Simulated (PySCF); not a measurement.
## Two-component Hartree-Fock for Sr⁻ (strontium, charge -1)

Start: [Kr] 4d1 5s2; 4d3/2 filled at m_j = +3/2. Calculated with PySCF 2.14 in x2c-TZVPall-2c with one added diffuse shell each of s, p, d type (9s10p8d1f, 86 functions): generalised Hartree-Fock with the X2C-1e Hamiltonian and a Gaussian nucleus; one run each with spin-orbit coupling (SO) switched off, then screened by Boettger's factors.

```csv
spinor shell,electrons,"ε, spin-free (eV)","ε, screened SO (eV)",weight of nominal j (screened SO),"rms radius, screened SO (bohr)"
1s1/2,2,-16195.3,-16194.7,1.000,0.0451
2s1/2,2,-2259.2,-2259.0,1.000,0.187
2p1/2,2,-2001.4,-2048.6,1.000,0.164
2p3/2,4,-2001.4,-1979.0,1.000,0.167
3s1/2,2,-377.42,-377.38,1.000,0.524
3p1/2,2,-291.63,-299.21,1.000,0.528
3p3/2,4,-291.63,-288.03,1.000,0.539
3d3/2,4,-149.76,-150.89,1.000,0.545
3d5/2,6,-149.76,-148.96,1.000,0.548
4s1/2,2,-50.731,-50.724,1.000,1.46
4p1/2,2,-27.511,-28.384,1.000,1.66
4p3/2,4,-27.511,-27.094,1.000,1.70
5s1/2,2,-2.635,-2.635,1.000,4.95
4d3/2,1,0.911,0.911,0.747,13.0
```

```tsv
quantity	spin-free	screened SO
E (hartree)	-3177.15861	-3177.40713
M_J	3/2	3/2
⟨J²⟩	4.997	5.014
⟨L²⟩	6.002	6.008
⟨S²⟩	0.751	0.757
```

The configuration of this anion was assumed by filling the next shell in order. It is not the known or likely ground configuration (Ca⁻, Sr⁻ and Ba⁻, for instance, bind a p electron), so these values are not the electron affinity of the element. At GHF the highest occupied level has a positive energy, so only the finite basis holds that electron. The determinant has a definite M_J but mixes levels of different J.

Rows whose weight is well below 1 are mixtures of j = l ± 1/2: exchange outweighs spin-orbit coupling there, and the label is only the starting occupation.

Breit and QED terms are absent; they matter most for the inner s and p1/2 levels.

Densities and radii are taken from the X2C orbitals without a picture-change correction, which distorts them close to the nucleus.

Without spin-orbit coupling the j labels of p, d and f shells carry no meaning; the spin-free column gives the mean over the occupied spinors of each nl shell, and its ⟨J²⟩ belongs to a mixture of degenerate components.
